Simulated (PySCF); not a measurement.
Homolysis of single bonds, series Ga Cl-Br. Isolated molecules, 0 K electronic values unless said otherwise. Strings in code marks are SMILES.

The numbers are results of PySCF with B3LYP-D3(BJ)/def2-TZVP // PBE0-D3(BJ)/def2-TZVP, not measurements. B3LYP has the VWN-RPA correlation part, as in Gaussian. 

| species | dipole moment (D) |
|---|---|
| whole molecule (`[Ga]([Cl])([Cl])[Cl]`) | 0.00 |
| radical fragment (`[Cl][Ga][Cl]`) | 1.74 |
| whole molecule (`[Br][Ga]([Cl])[Cl]`) | … |
| whole molecule (`[Br][Ga]([Cl])[Br]`) | 0.30 |
| radical fragment (`[Br][Ga][Br]`) | 1.54 |
| whole molecule (`[Br][Ga]([Br])[Br]`) | 0.00 |

### Question
Fill in the missing entries.

### Answer

- whole molecule (`[Br][Ga]([Cl])[Cl]`), dipole moment (D): 0.32
